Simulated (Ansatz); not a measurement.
The same path of H9NOSi3 (14 atoms, charge 0, multiplicity 1) was run twice with different band settings. The coordinate that changes most is the height of N1 over the plane of its neighbours.

Computed with RKS PBE/def2-SVP in Ansatz.

Relaxed end points:

```xyz
14
Properties=species:S:1:pos:R:3
N -1.179 0.208 1.897
Si -1.602 0.369 0.169
Si 0.212 -0.895 -0.689
O 0.586 -1.756 0.720
Si 2.014 0.440 -1.429
H -1.960 0.201 2.562
H -0.464 0.857 2.247
H -1.775 1.790 -0.318
H -2.926 -0.335 0.022
H -0.190 -1.823 -1.808
H 0.036 -1.358 1.445
H 1.619 1.175 -2.686
H 2.365 1.469 -0.383
H 3.250 -0.371 -1.721
```

```xyz
14
Properties=species:S:1:pos:R:3
N -1.533 -0.102 1.938
Si -1.416 0.589 0.294
Si 0.367 -0.772 -0.474
O 0.971 -1.239 1.036
Si 1.992 0.351 -1.757
H -2.077 -0.968 2.024
H -1.825 0.539 2.685
H -0.996 2.021 0.501
H -2.706 0.593 -0.494
H -0.141 -1.952 -1.274
H 0.317 -0.919 1.713
H 1.395 0.725 -3.091
H 2.435 1.614 -1.066
H 3.203 -0.509 -2.006
```

Common settings: movable images 7; climbing image yes; spring 5.0 eV/Å²; optimiser quadratic models (default); force threshold 0.03 eV/Å; iteration limit 60; end points relaxed.

| run | start path |
| --- | --- |
| 1 | through a guess of the saddle point |
| 2 | straight line |

What does each run give, and how far can it be trusted?

Run 1: converged after 28 iterations, highest image 0.022 eV above the first end. A vibrational analysis at the climbing image gives one clearly imaginary mode, 120i cm⁻¹: a first-order saddle point.
Run 2: converged after 9 iterations, highest image 0.022 eV above the first end. Another band between the same ends (7 images) ends at a top of the same energy, where a vibrational analysis finds 1 clearly imaginary mode.
